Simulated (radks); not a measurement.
The niobium ion Nb23+, 18 electrons, occupied as [Ne] 3p6 4s2 (not the ground configuration). Calculated with a radial shooting solver on a logarithmic mesh with Libxc functionals: Dirac Kohn-Sham, B86b exchange with PBE correlation, spin-unpolarised, spherical densities, finite nucleus; Fermi nuclear charge, rms radius 4.324 fm.

Radial electron density D(r) = 4 pi r^2 rho(r):

r (bohr)  D(r) (e/bohr)
0.003613          7.108
0.004074          8.606
0.004593          10.37
0.005179          12.43
0.005839          14.80
0.006584          17.52
0.007423          20.56
0.008437          24.17
0.009513          27.84
0.01073           31.73
0.01209           35.71
0.01363           39.66
0.01537           43.39
0.01733           46.68
0.01954           49.34
0.02204           51.15
0.02484           51.99
0.02801           51.81
0.03158           50.71
0.03561           48.98
0.04015           47.05
0.04527           45.48
0.05104           44.87
0.05755           45.66
0.06489           48.03
0.07316           51.69
0.08249           55.88
0.093             59.42
0.1049            60.99
0.1182            59.54
0.1333            54.68
0.1503            46.99
0.1695            37.99
0.1911            29.70
0.2154            23.89
0.2429            21.29
0.2739            21.27
0.3088            22.09
0.3482            21.81
0.3957            19.20
0.4461            15.08
0.503             10.80
0.5672            7.666
0.6395            5.976
0.721             5.100
0.8129            4.216
0.9166            3.017
1.033             1.762
1.165            0.8134
1.314            0.2893
1.481           0.07722
1.67            0.01502
1.883          0.002061
2.123         0.0001920

D(r) has 3 maxima, at r = 0.0259, 0.106, 0.324 bohr, and minima at 0.0510, 0.257 bohr, inside which lie 2.05, 10.56 electrons.
